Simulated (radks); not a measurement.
The table gives one normalised radial function P(r) = r R(r) of Sb47+ in [He] 2s2 (r in bohr). All-electron calculation, non-relativistic Kohn-Sham, r2SCAN, spin-polarised, spherical densities, point nucleus; meta-GGA in the generalised Kohn-Sham scheme; relativity is left out, which matters for an element this heavy. Program: a radial shooting solver on a logarithmic mesh with Libxc functionals.

r             P
0.001585  1.0574
0.001745  1.1544
0.001921  1.2594
0.002114  1.3727
0.002327  1.4947
0.002562  1.6258
0.00282   1.7662
0.003104  1.9162
0.003417  2.0759
0.003761  2.2454
0.00414   2.4243
0.004521  2.5965
0.004976  2.7925
0.005477  2.9964
0.006029  3.2069
0.006637  3.4225
0.007306  3.6412
0.008042  3.8607
0.008852  4.0780
0.009744  4.2898
0.01073   4.4920
0.01181   4.6802
0.013     4.8495
0.01431   4.9945
0.01575   5.1097
0.01733   5.1892
0.01908   5.2276
0.021     5.2198
0.02312   5.1612
0.02545   5.0488
0.02801   4.8807
0.03083   4.6572
0.03394   4.3808
0.03736   4.0565
0.04113   3.6916
0.04527   3.2961
0.04983   2.8820
0.05485   2.4624
0.06038   2.0513
0.06646   1.6617
0.07316   1.3054
0.08053   0.9920
0.08864   0.7273
0.0968    0.5282
0.1066    0.3570
0.1173    0.2297
0.1291    0.1400
0.1421    0.0805
0.1564    0.0433
0.1722    0.0217
0.1895    0.0101
0.2086    0.0043
0.2297    0.0017
0.2528    0.0006
0.2783    0.0002
0.3063    0.0000
0.3372    0.0000
0.3712    0.0000
0.4086    0.0000

Which n and l does it have? It may be an empty orbital.

Answer. n = 1, l = 0: the number of nodes gives n - l - 1 = 0, the rise at small r (about r^(l+1)) gives l, and the extent must fit the shell. The curve is that of 1s. 1s: eigenvalue -33689 eV, 0 radial nodes, <r> = 0.0297 bohr, 90 % of the charge inside 0.0527 bohr.
